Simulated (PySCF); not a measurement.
Isomers of C6H7F3O, from PBE0-D3(BJ)/def2-SVP geometry optimisation, gas phase (PySCF 2.14.0). One conformer each, no zero-point energy, no frequencies.

Question: Which is lower in electronic energy at this level?
A. `[F:1][C:2]([F:3])([F:4])[C:5]1=[CH:6][O:7][CH2:8][CH2:9][CH2:10]1` with C5–C6–O7–C8 -10°, C6–O7–C8–C9 42°, O7–C8–C9–C10 -59°, C8–C9–C10–C5 44°: A = 2628, B = 903.2, C = 780.4 MHz, dipole 3.14 D
B. `[F:1][C:2]([F:3])([F:4])[O:5][CH:6]=[C:7]1[CH2:8][CH2:9][CH2:10]1` with C2–O5–C6–C7 -157°: A = 3559, B = 604.9, C = 575.3 MHz, dipole 2.40 D

Answer: A. That is `FC(F)(F)C1=COCCC1`, 22.4 kcal/mol below the other.

| SMILES | mapped SMILES | E (Eh) | relative (kcal/mol) | relative (kJ/mol) | dipole (D) |
| --- | --- | --- | --- | --- | --- |
| FC(F)(F)C1=COCCC1 | [F:1][C:2]([F:3])([F:4])[C:5]1=[CH:6][O:7][CH2:8][CH2:9][CH2:10]1 | -606.53011 | 0.0 | 0.0 | 3.14 |
| FC(F)(F)OC=C1CCC1 | [F:1][C:2]([F:3])([F:4])[O:5][CH:6]=[C:7]1[CH2:8][CH2:9][CH2:10]1 | -606.49445 | 22.4 | 93.6 | 2.40 |

As drawn, the higher has a four-membered ring, which the lower lacks.
